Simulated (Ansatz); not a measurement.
[CuI2]- (CuI2⁻), relaxed as a singlet with RKS r2SCAN-D4/def2-TZVPD in Ansatz, starting from the GFN2-xTB geometry. Force threshold 0.02 eV/Å.

In the def2 sets I takes a core potential; there is no spin–orbit coupling.

Start:

```
atom   x (Å)   y (Å)   z (Å)
 Cu1   0.000   0.000   0.000
  I2   0.319  -2.478  -0.359
  I3  -0.319   2.477   0.360
```

(1) Estimate the energy that the relaxation releases and the steps that it takes.

(2) Does the start keep its bonding and symmetry?

(3) Predict the relaxed structure.

Results:

(1) 1.5 kcal/mol, in 2 steps; 3.4 s on 4 threads of Intel Xeon Platinum 8559C on a shared host. No frequencies were taken in this run, so the end may be a saddle point.

(2) By distances, no bond broke or formed. The bond that changes most is Cu1–I2, from 2.52 to 2.43 Å (atoms count from 1). Point group D∞h at the start, D∞h at the end, both within 0.05 Å.

(3) 
```xyz
3

Cu   -0.0001    0.0002   -0.0001
I     0.3072   -2.3873   -0.3463
I    -0.3070    2.3871    0.3464
```
Bond lengths: 2 × Cu–I 2.43 Å.
